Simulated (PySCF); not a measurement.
An unknown gives this computed stick spectrum. Theory: TDDFT PBE0/def2-SVPD, vertical, gas phase, core orbitals frozen in the response in PySCF. Geometries: GFN2-xTB, one conformer each.

```json
{"state": "S1", "ν̃ (cm⁻¹)": "39800", "f": "0.0004", "main configurations (H = HOMO, L = LUMO)": "H→L (98%)"}
{"state": "S2", "ν̃ (cm⁻¹)": "47270", "f": "0.178", "main configurations (H = HOMO, L = LUMO)": "H→L+1 (94%)"}
{"state": "S3", "ν̃ (cm⁻¹)": "51670", "f": "0.0045", "main configurations (H = HOMO, L = LUMO)": "H→L+2 (97%)"}
{"state": "S4", "ν̃ (cm⁻¹)": "54680", "f": "0.0009", "main configurations (H = HOMO, L = LUMO)": "H-1→L+1 (92%)"}
{"state": "S5", "ν̃ (cm⁻¹)": "55820", "f": "0.0058", "main configurations (H = HOMO, L = LUMO)": "H→L+3 (87%)"}
{"state": "S6", "ν̃ (cm⁻¹)": "57700", "f": "0.017", "main configurations (H = HOMO, L = LUMO)": "H→L+4 (91%)"}
```

Question: Which structure fits?
A. `C=CCC(=S)N(C)C`
B. `C=C[C@H](CF)C(=O)OC`
C. `S[C@H]1[C@@H]2CC[C@H]1C2`
D. `FC(F)(F)SC1=CC1`

Answer: D. Its S1 lies at 4.93 eV; the nearest of the others has S1 at 5.53 eV. S1 is HOMO→LUMO (98%). Löwdin shares by element: HOMO carbon 57% or more, sulfur 27% (atoms not listed hold the other 16%); LUMO sulfur 56%, carbon 31% or more. At the same level the other candidates give, for their lowest levels:
- `C=CCC(=S)N(C)C`: 3.40 eV (f 0.000); 4.86 eV (f 0.012); 4.97 eV (f 0.177); 5.44 eV (f 0.023); 5.50 eV (f 0.081); T1 3.08 eV; HOMO -5.84, LUMO -0.83 eV
- `S[C@H]1[C@@H]2CC[C@H]1C2`: 5.53 eV (f 0.005); 6.15 eV (f 0.029); 6.88 eV (f 0.006); 6.97 eV (f 0.019); 7.02 eV (f 0.004); T1 5.10 eV; HOMO -6.71, LUMO 0.35 eV
- `C=C[C@H](CF)C(=O)OC`: 5.78 eV (f 0.027); 6.92 eV (f 0.129); 7.12 eV (f 0.066); 7.43 eV (f 0.016); 7.58 eV (f 0.035); T1 4.35 eV; HOMO -7.83, LUMO -0.55 eV

Shape of the structure used: `[F:1][C:2]([F:3])([F:4])[S:5][C:6]1=[CH:7][CH2:8]1`: F1–C2–S5–C6 60°, C2–S5–C6–C7 180°.
Triplets come from the Tamm–Dancoff approximation.

Without π bonds the low states may be Rydberg-like; a valence basis with one diffuse set may place them up to an eV too high.
